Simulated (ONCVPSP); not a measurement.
**Configuration tests for titanium (ONCV)**

titanium, optimised norm-conserving Vanderbilt (ONCV), made with ONCVPSP 4.0.1 (Wu-Cohen, scalar-relativistic). Core [Ne], reference 3s2 3p6 3d2 4s0.5 (charge +1.5). Waves: 3s+4s: rc 1.45 bohr, ncon 4, nbas 9, qcut 6.9 1/bohr, 3 projectors, debl 2 Ha; 3p: rc 1.10 bohr, ncon 3, nbas 6, qcut 8.8 1/bohr, 1 projector; 3d: rc 1.10 bohr, ncon 5, nbas 10, qcut 16.2 1/bohr, local. Local part: the d channel. Core correction: none.

Energies are relative to the spin-unpolarised reference configuration 3s2 3p6 3d2 4s0.5; without spin polarisation the order of configurations can differ from experiment.

Q: Give the all-electron excitation energy and the error of the potential for: 3s2 3p6 3d2 4s2; 3s2 3p6 3d2 4s1; 3s2 3p6 3d2 4s0; 3s2 3p6 3d2 4s0 4p2.

A:

```csv
valence configuration,charge,ΔE all-electron (eV),error AE − PS (meV)
3s2 3p6 3d2 4s2,0,-13.291,+1.4
3s2 3p6 3d2 4s1,+1,-5.925,+0.4
3s2 3p6 3d2 4s0,+2,7.487,-0.3
3s2 3p6 3d2 4s0 4p2,0,-6.965,+24
```

Levels in the configuration 3s2 3p6 3d2 4s0 4p2:

```json
{"level": "3s", "all-electron (eV)": "-65.052", "pseudo (eV)": "-65.024"}
{"level": "3p", "all-electron (eV)": "-41.372", "pseudo (eV)": "-41.345"}
{"level": "3d", "all-electron (eV)": "-6.609", "pseudo (eV)": "-6.582"}
{"level": "4p", "all-electron (eV)": "-2.576", "pseudo (eV)": "-2.578"}
```
